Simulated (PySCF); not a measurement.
fluoro(fluorosilyloxy)silane (F2H4OSi2), SMILES O([SiH2]F)[SiH2]F.

Geometry: PBE0-D3(BJ)/def2-SVP. One conformer was computed; it need not be the lowest.

All values below come from TDDFT-PBE/def2-SVPD (PySCF 2.14.0).

Vertical excitations. The molecule is in vacuum. State labels are in the subgroup C2.

```json
[
 {"state": "S1", "symmetry": "B", "energy (eV)": "7.27", "λ (nm)": "170", "f": "0.018", "main pairs": "HOMO→LUMO 97 %"},
 {"state": "S2", "symmetry": "B", "energy (eV)": "7.35", "λ (nm)": "169", "f": "0.020", "main pairs": "HOMO→LUMO+1 97 %"},
 {"state": "S3", "symmetry": "A", "energy (eV)": "7.48", "λ (nm)": "166", "f": "0.001", "main pairs": "HOMO−1→LUMO 87 %"},
 {"state": "S4", "symmetry": "A", "energy (eV)": "7.57", "λ (nm)": "164", "f": "0.002", "main pairs": "HOMO→LUMO+2 84 %"},
 {"state": "S5", "symmetry": "A", "energy (eV)": "7.59", "λ (nm)": "163", "f": "0.001", "main pairs": "HOMO−1→LUMO+1 92 %"},
 {"state": "S6", "symmetry": "B", "energy (eV)": "7.75", "λ (nm)": "160", "f": "0.028", "main pairs": "HOMO−1→LUMO+2 99 %"},
 {"state": "S7", "symmetry": "B", "energy (eV)": "8.23", "λ (nm)": "151", "f": "0.022", "main pairs": "HOMO→LUMO+3 96 %"},
 {"state": "S8", "symmetry": "A", "energy (eV)": "8.30", "λ (nm)": "149", "f": "0.005", "main pairs": "HOMO→LUMO+4 91 %"},
 {"state": "S9", "symmetry": "A", "energy (eV)": "8.45", "λ (nm)": "147", "f": "0.007", "main pairs": "HOMO−1→LUMO+3 81 %, HOMO→LUMO+5 14 %"},
 {"state": "S10", "symmetry": "B", "energy (eV)": "8.52", "λ (nm)": "145", "f": "0.020", "main pairs": "HOMO−1→LUMO+4 90 %"},
 {"state": "T1", "symmetry": "B", "energy (eV)": "6.96", "λ (nm)": "178", "f": "0", "main pairs": "HOMO→LUMO 97 %"},
 {"state": "T2", "symmetry": "B", "energy (eV)": "7.13", "λ (nm)": "174", "f": "0", "main pairs": "HOMO→LUMO+1 96 %"},
 {"state": "T3", "symmetry": "A", "energy (eV)": "7.13", "λ (nm)": "174", "f": "0", "main pairs": "HOMO−1→LUMO 67 %, HOMO→LUMO+2 29 %"},
 {"state": "T4", "symmetry": "A", "energy (eV)": "7.27", "λ (nm)": "171", "f": "0", "main pairs": "HOMO−1→LUMO+1 36 %, HOMO→LUMO+2 36 %, HOMO−1→LUMO 26 %"}
]
```
Triplets are in the Tamm–Dancoff approximation, which puts them higher than full response would, so one can lie above its singlet here.
